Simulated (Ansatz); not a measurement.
`[O]=[Mo](=[O])([F])[F]` + `CNC` → `C[N](C)[Mo](=[O])(=[O])[F]` + H–F at 700 K and 1 bar (ligand exchange at a Mo–F bond).

Gas-phase electronic energies from Ansatz, PBE0-D4/def2-TZVP geometries. CBS: MP2 limit from def2 TZ/QZ plus the TZ coupled-cluster correction, frozen cores. This one scheme is used for every species. def2 core potentials past Kr. For Mo outer-core shells are correlated without core-valence functions, which leaves a few kJ/mol of doubt a bond. One conformer a species, not always the lowest.

```tsv
species	CCSD(T)/CBS energy (Eh)	H − E (kJ/mol)	S (J/(mol·K))
`[O]=[Mo](=[O])([F])[F]`	-418.23459	83.0	391.3
`CNC`	-135.00321	296.9	352.4
`C[N](C)[Mo](=[O])(=[O])[F]`	-452.84025	336.6	543.0
H–F	-100.39570	45.2	198.5
```

H − E and S are ideal-gas, rigid-rotor, harmonic terms from PBE0-D4/def2-TZVP, for one conformer and one mirror image of each species. 1 Eh = 2625.50 kJ/mol, R = 8.31446 J/(mol·K).

Q: By hand: ΔE, ΔH, ΔS and ΔG.

A: ΔE = (-452.84025) + (-100.39570) − (-418.23459) − (-135.00321) = 0.00185 Eh = 4.9 kJ/mol. Δ(H − E) = 336.6 + 45.2 − 83.0 − 296.9 = 1.9, so ΔH = 6.8 kJ/mol. ΔS = 543.0 + 198.5 − 391.3 − 352.4 = -2.2 J/(mol·K). ΔG = 6.8 − 700 × (-2.2)/1000 = 8.3 kJ/mol.

Q: By hand: the equilibrium constant, and the temperature at which ΔG would vanish if ΔH and ΔS stayed fixed.

A: log₁₀ K = −ΔG/(RT ln 10) = -0.6. ΔH and −TΔS have one sign here, so there is no such temperature.

The number of gas molecules stays the same, so ΔS is small and ΔH decides. A doubt of 5 kJ/mol in ΔE shifts log₁₀ K by 0.4 here. Other conformers and mirror images would add mixing entropy, several J/(mol·K) or more a flexible species. Modes under 60 cm⁻¹, often nearly free rotors, make the harmonic entropy too high. These are equilibria of isolated gas molecules and say nothing of rates. Largest T1 diagnostic: 0.025 (customary marks: 0.02 for closed shells, 0.045 for open ones).

ΔS is within the doubt of such terms, so its sign, and with it that verdict, could turn.
